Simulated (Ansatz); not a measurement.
Mulliken charges of `[NH2][W](=[O])([F])=[S]` from r2SCAN/def2-TZVPP in Ansatz (PBE0-D4/def2-TZVP geometry).

```csv
atom,x (Å),y (Å),z (Å),charge (e)
N1,-0.508,0.943,-0.521,-0.473
W2,0.320,-0.628,0.210,1.059
O3,-0.886,-1.815,0.312,-0.383
F4,1.696,-1.223,-0.891,-0.313
S5,1.073,-0.142,2.145,-0.288
H6,-1.382,0.911,-1.027,0.197
H7,-0.252,1.887,-0.274,0.201
```

**Question.** By hand: the dipole of these point charges (1 e Å = 4.8032 D).

**Answer.** Σ q r = (-0.244, 0.567, -0.247) e Å, of length 0.665 e Å = 3.19 D.

**Question.** How does the dipole of the full density compare? (Best estimate.)

**Answer.** The calculation gave: (-0.267, 0.644, -0.444) e Å, 3.97 D; the point charges give 0.80 times that, at 11° from its direction.

Point charges leave out the atoms' own dipoles, such as those of lone pairs, and Mulliken's split depends on the basis, so the two needn't agree.
